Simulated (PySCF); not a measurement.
# Two-component Hartree-Fock for Ag³⁴⁺ (silver, charge +34)

Start: [Ne] 3s2 3p1; 3p1/2 filled at m_j = +1/2. Calculated with PySCF 2.14 in an even-tempered Gaussian basis (19 s from 6.2 bohr⁻², ratio 2.4; 13 p from 8.1 bohr⁻², ratio 2.4; 4 d from 28 bohr⁻², ratio 2.6; 4 f from 42 bohr⁻², ratio 2.6): generalised Hartree-Fock with the X2C-1e Hamiltonian and a Gaussian nucleus; one run each with spin-orbit coupling (SO) switched off, then screened by Boettger's factors.

```tsv
spinor shell	electrons	ε, spin-free (eV)	ε, screened SO (eV)	weight of nominal j (screened SO)	rms radius, screened SO (bohr)
1s1/2	2	-27602.5	-27599.3	1.000	0.0356
2s1/2	2	-5714.3	-5712.8	1.000	0.143
2p1/2	2	-5323.4	-5450.4	1.000	0.124
3s1/2	2	-2228.3	-2227.7	1.000	0.347
3p1/2	1	-2122.5	-2152.8	1.000	0.332
```

Question: Where does 2p3/2 lie, and what is the 2p spin-orbit splitting (screened SO)?

Answer: At -5263.3 eV, 187.07 eV above 2p1/2.

```tsv
quantity	spin-free	screened SO
E (hartree)	-4375.66766	-4377.60740
M_J	1/2	1/2
⟨J²⟩	1.092	0.751
⟨L²⟩	2.004	2.007
⟨S²⟩	0.751	0.755
```

Each row is a mean over spinors that exchange with the open shell spreads, by up to 10.942 eV (2p1/2).

Breit and QED terms are absent; they matter most for the inner s and p1/2 levels.

Densities and radii are taken from the X2C orbitals without a picture-change correction, which distorts them close to the nucleus.

Without spin-orbit coupling the j labels of p, d and f shells carry no meaning; the spin-free column gives the mean over the occupied spinors of each nl shell, and its ⟨J²⟩ belongs to a mixture of degenerate components.
